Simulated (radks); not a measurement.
Q: These are the eigenvalues of the occupied orbitals of an atom or ion with whole-number occupations (eV). Calculated with a radial shooting solver on a logarithmic mesh with Libxc functionals: non-relativistic Kohn-Sham, LDA (Slater exchange, Perdew-Wang correlation), spin-unpolarised, spherical densities, point nucleus.

1s: -76753.19

Which element is it, and in what charge state? The configuration may be excited.

A: Z = 76, osmium, charge +74: Os74+ in [He]. The 1s level, -2820.6 hartree, gives Z - s = 75.1 by -(Z - s)^2/2, which with screening narrows Z to a few neighbours, and the depths must fix Z and the occupations together.
